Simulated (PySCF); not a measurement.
# Ionisation energy along the 12-electron series

Calculated with PySCF 2.14 and a two-component X2C-1e Hamiltonian (Gaussian nucleus, no Breit or QED terms), each ion in its own even-tempered basis scaled to its charge; GMP2 freezes 1s2 and drops the highest virtual spinors. Values in eV. NIST values: (m) measured, (s) semi-empirical, (t) theoretical.

| ion | configuration | GHF (spin-free) | GHF (screened spin-orbit) | GMP2 (screened spin-orbit) | NIST |
| --- | --- | --- | --- | --- | --- |
| Nd(48+) | [Ne] 3s2 | 4201.2 | 4201.0 | 4204.7 | 4198 ± 4 (t) |
| Pm(49+) | [Ne] 3s2 | 4374.4 | 4374.2 | 4377.8 | 4371 ± 4 (t) |
| Sm(50+) | [Ne] 3s2 | 4551.3 | 4551.1 | 4554.7 | 4548 ± 4 (t) |

Between Z = 60 and Z = 62 the GMP2 (screened spin-orbit) value grows as Z to the power 2.44.
